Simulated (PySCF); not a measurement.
AlH5P2, SMILES [AlH]([PH2])[PH2].

Geometry optimised at ωB97X-D3(BJ)/def2-SVP. Other conformers were not sampled.

Computed with PySCF with ωB97X-D3(BJ)/def2-SVP.

Frequencies are harmonic and unscaled.

Computed vibrational spectrum:
```csv
mode,ν (cm⁻¹),IR (km/mol),moving atoms (share of kinetic energy)
1,102,10.0,"P 60 %, Al 26 %, H 14 %"
2,115,4.1,H 96 %
3,143,3.0,"H 81 %, Al 13 %"
4,375,72.8,H 91 %
5,383,10.8,"P 54 %, Al 33 %, H 13 %"
6,463,0.1,H 93 %
7,479,5.6,"H 57 %, Al 23 %, P 20 %"
8,502,108.2,"H 52 %, Al 31 %, P 16 %"
9,581,19.2,"H 80 %, Al 11 %, P 9 %"
10,662,0.4,H 89 %
11,715,195.4,"H 87 %, Al 10 %"
12,1101,18.0,H 97 %
13,1111,25.5,H 97 %
14,1953,206.6,H 96 %
15,2444,14.8,H 97 %
16,2446,45.2,H 97 %
17,2457,24.0,H 97 %
18,2459,72.3,H 97 %
```
